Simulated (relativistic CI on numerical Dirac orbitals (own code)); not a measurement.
Hyperfine structure of Sr, mass number 87

Calculated at this level of theory: Dirac-Coulomb-Breit CI, separate exchange-only KLI orbitals for each configuration, a model potential for QED, valence Slater integrals scaled by 0.85, P86 correlation energy added to each configuration (own radial code, finite nucleus).

CI space (outside the closed core [Kr]): 5s2, 5s.5p, 5s.4d, 5s.6s, 4d.5p, 5s.5d, 5p2, 4d2, 5s.6p, 5s.7s, 5s.4f, 5s.7p, 5s.6d, 5s.5f, 5s.5g, 5s.7d. Levels of other configurations are missing.

Nuclear spin I = 9/2, μ = -1.09316 μN, Q = 0.305 b (tables of Stone and Pyykkö). The electronic factors are computed for point nuclear moments, without core polarisation; leaving it out makes A of s and p electrons in near-neutral atoms 20 to 40 % too small, and it can dominate for d and f shells.

```
      Level  E (cm⁻¹)  A (MHz)  B (MHz)
5s.5p 3P°_1   12730.9   -235.7    -24.4
5s.5p 3P°_2   13074.0   -198.1     45.5
 5s.4d 3D_1   18477.2    133.6       10
 5s.4d 3D_2   18495.1    -75.1     14.1
 5s.4d 3D_3   18523.4     -119     27.1
 5s.4d 1D_2   20294.2   -12.76     33.2
5s.5p 1P°_1   20541.9   -13.64     30.8
 5s.6s 3S_1   29168.5   -498.4  0.00344
```

Levels with J = 0, under 50 % of one LS term, or S terms without an open s electron are left out. Small factors come from cancelling terms and can be off by tens of per cent or more.

Correlation outside the listed configurations is missing or only estimated: errors of thousands of cm⁻¹ between configurations and terms are usual at this charge. Rates and lifetimes follow the computed energies and can be off by large factors. The fine structure of a lone outer electron comes out too small, for d and f at times inverted, and misplaced configurations move strength between like terms. 27 of the 27 excited levels that our extract of the measured tables holds in this range could be paired (the sources list more); they are missed by 719 cm⁻¹ on average and 1825 at most, and levels without a partner can miss by more.

(1) Give the hyperfine levels of 5s.5p 3P°_1 relative to its centre of gravity.

Results:

(1) With K = F(F + 1) − I(I + 1) − J(J + 1), E = AK/2 + B[¾K(K + 1) − I(I + 1)J(J + 1)]/[2I(2I − 1)J(2J − 1)]: F = 7/2: 1285, F = 9/2: 251.9, F = 11/2: -1067 MHz.

LS names give the leading component of a level, which can be under half, so a name can repeat, a term be missing and a line seem to break the LS rules.
